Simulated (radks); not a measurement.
Values are calculated unless marked as measured or tabulated.
Species: Se2.5+. Configuration: [Ar] 3d10 4s2 4p(up 1, down 0.5) (fractional occupations, a model configuration).

Code: a radial shooting solver on a logarithmic mesh with Libxc functionals. Model: non-relativistic Kohn-Sham, PBE, spin-polarised, spherical densities, point nucleus.

Energy parts (eV):
| part | energy |
|---|---|
| total | -65293.582 |
| kinetic | 65255.704 |
| electron-nucleus | -155248.889 |
| Hartree | 27036.993 |
| exchange-correlation | -2337.389 |

Orbitals (lengths in bohr, moments of r in powers of bohr; r(90%) holds 90 % of the orbital's charge):
orbital  occ.  eigenvalue (eV)  r(90%)
1s up       1        -12331.18  0.0801
1s down     1        -12331.15  0.0801
2s up       1        -1591.417   0.309
2s down     1        -1591.401   0.309
2p up       3        -1432.079   0.281
2p down     3        -1432.048   0.281
3s up       1        -235.5319   0.871
3s down     1        -235.4853   0.871
3p up       3        -180.7267   0.908
3p down     3        -180.6731   0.908
3d up       5         -83.7499    1.04
3d down     5         -83.6759    1.03
4s up       1         -42.8997    2.48
4s down     1         -42.3002    2.48
4p up       1         -31.0879    2.87
4p down   0.5         -30.4808    2.89

The highest occupied level is 4p down at -30.481 eV. Summed over all electrons, <r^2> = 21.37 bohr^2, which gives a Langevin (diamagnetic) susceptibility term of -16.9 x 10^-6 cm^3/mol. The spin density at the nucleus is -0.1775 e/bohr^3 (1s -0.0421, 2s 0.0139, 3s 0.0025, 4s -0.1519), a Fermi contact field of -9.31 T. Virial ratio -V/T = 2.00058.
